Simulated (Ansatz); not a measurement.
SnH2. Total charge 0; singlet. Geometry r2SCAN-D4/def2-TZVP; atoms count from 1.

Cartesian coordinates in Å:
```
Sn -0.057 -0.811 -0.192
H 0.915 0.143 0.942
H -0.858 0.668 -0.751
```

In the def2 sets Sn takes a core potential; there is no spin–orbit coupling.

Estimate the Mulliken populations from the PBE0/def2-TZVP orbitals of Ansatz.


| atom | charge (e) |
| --- | --- |
| Sn1 | 0.18 |
| H2 | -0.09 |
| H3 | -0.09 |
Mulliken values depend strongly on the basis.
